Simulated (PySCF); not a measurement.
## From computed data to an observable: chemical shift, span and skew from a shielding tensor

Si(Br)(OH)(NH2)2 (BrH₅N₂OSi), SMILES N[Si](N)(O)Br. Atoms are numbered in the order given.

```xyz
10

N     -1.2491     1.6702     0.7811
Si    -0.1216     0.4010     0.7466
N      1.4218     1.0462     1.0774
O     -0.7727    -0.7454     1.7509
Br     0.1904    -0.6634    -1.2232
H     -1.0530     2.5462     0.3139
H     -2.2400     1.4736     0.8496
H      2.2622     0.6123     0.7177
H      1.5834     1.5764     1.9260
H     -0.5424    -1.6537     1.5352
```

The structure is a stationary point at PBE0-D3(BJ)/def2-SVP. The structure was generated by enumeration, and PubChem lists no compound with its InChIKey, so it may never have been made. One conformer was computed; it need not be the lowest.

GIAO shieldings from PySCF with PBE/pcSseg-1, non-relativistic, no solvent. The symmetric part of the tensor of Si2 has the principal values 332.3, 346.4, 410.5 ppm. The same nucleus in TMS has σ = 335.4 ppm at this level (PySCF, at its B3LYP-D3(BJ)/def2-TZVP geometry). Without spin–orbit terms, shifts of atoms bonded to Cl or Br come out too high.

Question: Work out the isotropic shielding, the ²⁹Si shift against TMS, the span and the skew.

Answer: 
σ(iso) = (σ11 + σ22 + σ33)/3 = 363.1 ppm. δ = σ(ref) − σ(iso) = 335.4 − (363.1) = -27.7 ppm.
Span Ω = σ33 − σ11 = 78.2 ppm. Skew κ = 3(σ(iso) − σ22)/Ω = 0.64. Tumbling in solution averages the tensor to δ; in a static solid the shielding alone would spread this spin-1/2 line over Ω.
